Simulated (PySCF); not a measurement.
Isomers of C5H3NO. Level of theory: PBE0-D3(BJ)/def2-SVP geometry optimisation, gas phase (PySCF). One conformer each; no zero-point energy, no entropy. No frequencies were run at this level. Point groups hold within 0.08 Å.

Question: Order them by energy at this level, lowest first, and give relative energies in kcal/mol.
A. `N#Cc1ccco1`
B. `c1occ(C#N)c1`

Answer: B (0.0), A (1.3).

Neighbours under 2.5 kcal/mol apart (N#Cc1ccoc1 and N#Cc1ccco1) can change places with a better method, another conformer or zero-point energy.

```tsv
SMILES	E (Eh)	E rel (kcal/mol)	dipole (D)	point group	A, B, C (MHz)
N#Cc1ccoc1	-321.66893	0.0	3.92	Cs	9372, 1942, 1609
N#Cc1ccco1	-321.66688	1.3	4.60	Cs	9278, 2033, 1668
```

How do the relative energies change in single points at PBE0/pcSseg-1 (no added dispersion term) on the same geometries?

```tsv
SMILES	PBE0-D3(BJ)/def2-SVP (kcal/mol)	PBE0/pcSseg-1 (kcal/mol)	shift
N#Cc1ccoc1	0.0	0.0	0.0
N#Cc1ccco1	1.3	1.6	+0.3
```

Each column counts from its own lowest isomer. The order is unchanged; the largest shift is 0.3 kcal/mol.

As an exercise, what shares would exp(−E/RT) give at 2000 K from these electronic energies alone (no entropy, no degeneracies)?

RT = 3.974 kcal/mol: N#Cc1ccoc1 58.0 %, N#Cc1ccco1 42.0 %.
